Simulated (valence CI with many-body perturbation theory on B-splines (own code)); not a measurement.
## Se3+: E3, M1, M2 decay

Level of theory: valence CI with perturbative core correlation (CI+MBPT): three valence electrons over a frozen Dirac-Fock core [Ar] 3d10, a basis of 11 s, 11 p, 9 d, 7 f, 5 g, 2 h, 1 i functions for each j, with the one-electron correlation potential Σ1, the two-electron term Σ2, the three-electron term Σ3, Breit, model QED; selected CI, second order for the rest, scaled by the run's own slope (own B-spline code, finite nucleus).

Set against measurement, 16 paired levels are off by 168 cm⁻¹ on average, the worst by 454. These come from a selection out of Moore, Atomic Energy Levels, vol. II, NSRDS-NBS 35 (1971 reprint of NBS Circular 467, 1952), an old analysis. Levels without a partner in it may be off by more.

Lines 1 to 6 of 6 in falling wavelength, among levels below 286773 cm⁻¹, chosen from the decays that carry over 1 % of a level's rate. Wavelengths and rates use the calculated energies, so an error of 200 cm⁻¹ moves a line at 81.93 nm by 0.16 % and its rate by three times that or more. Electric multipoles are in the length gauge, E1 and E2 with the static RPA response of the core. S is in atomic units (e²a₀⁴ for E2 and M2, e²a₀⁶ for E3), for M1 in squared Bohr magnetons. Weak lines are less certain than strong ones. Lines between different terms over intervals too small for the method are left out, as are lines whose strength nearly cancels.

| λ vac (nm) | Upper | Lower | Type | A (s⁻¹) | S (a.u.) |
| --- | --- | --- | --- | --- | --- |
| 5053 | 4s.4p.4d 4F°_9/2 | 4s.4p.4d 4F°_7/2 | M1 | 2.06e-01 | 9.86e+00 |
| 2290 | 4s2.4p 2P°_3/2 | 4s2.4p 2P°_1/2 | M1 | 7.51e-01 | 1.34e+00 |
| 81.93 | 4s.4p.4d 4F°_9/2 | 4s.4p2 2D_5/2 | M2 | 1.29e+00 | 4.26e-03 |
| 69.85 | 4s.4p.4d 4F°_9/2 | 4s.4p2 4P_5/2 | M2 | 2.19e-01 | 3.26e-04 |
| 69.85 | 4s.4p.4d 4F°_9/2 | 4s.4p2 4P_5/2 | E3 | 9.94e-02 | 2.56e+02 |
| 68.68 | 4s.4p.4d 4F°_9/2 | 4s.4p2 4P_3/2 | E3 | 9.02e-02 | 2.07e+02 |
